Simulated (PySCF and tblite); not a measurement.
Values are calculated unless marked as measured or tabulated.
**Barrier and rate of a ring inversion**

System: C3H10Si2, numbered as in [CH2:1]1[CH2:2][SiH2:3][CH2:4][SiH2:5]1.

Motion: inversion of the 5-membered ring (1–2–3–4–5). Geometries: PBE0-D3(BJ)/def2-SVP; energies: PBE0/pcSseg-1 + D3(BJ); zero-point and thermal terms from GFN2-xTB harmonic modes (soft modes blended into free rotors). Rate constants are transition-state-theory values, counting equivalent paths, without tunnelling. (PySCF 2.14 with density fitting, tblite 0.8.)

| point | symmetry | E(GFN2) kcal/mol | E(DFT) kcal/mol | ZPE change kcal/mol | lowest mode cm⁻¹ | dipole D |
| --- | --- | --- | --- | --- | --- | --- |
| start (twist) | C2 | 0.0 | 0.0 | 0.00 | 58 | 0.23 |
| saddle (envelope) | Cs | 2.0 | 2.2 | -0.13 | 127i | 0.72 |
| end (twist) | C2 | 0.0 | 0.0 | 0.00 | 58 | 0.23 |

```json
{
 "Electronic barrier": "2.2 kcal/mol",
 "Barrier with zero-point energy": "2.1 kcal/mol",
 "ΔH‡ (298 K)": "1.7 kcal/mol",
 "ΔS‡ (298 K, symmetry apart)": "-2.6 cal/(mol K)",
 "Paths": "2 equivalent paths",
 "End point": "the same structure with atoms interchanged, or its mirror image",
 "Mean lifetime of the start against this motion at 298 K": "5.2 ps",
 "Cost": "3.6 min on 1 thread of Arm Neoverse N1 (shared host) (rough), peak memory 0.75 GiB, launched as `OMP_NUM_THREADS=1 python ens_run.py task.json out`"
}
```

```tsv
T/K	ΔG‡ kcal/mol	k s⁻¹
150	2.2	4×10⁹
200	2.3	2.8×10¹⁰
250	2.4	8.9×10¹⁰
298	2.5	1.9×10¹¹
350	2.6	3.5×10¹¹
400	2.7	5.3×10¹¹
500	3.0	9.8×10¹¹
```

ΔG and ΔG‡ leave out symmetry numbers and mirror images; rates count paths: 2 out.
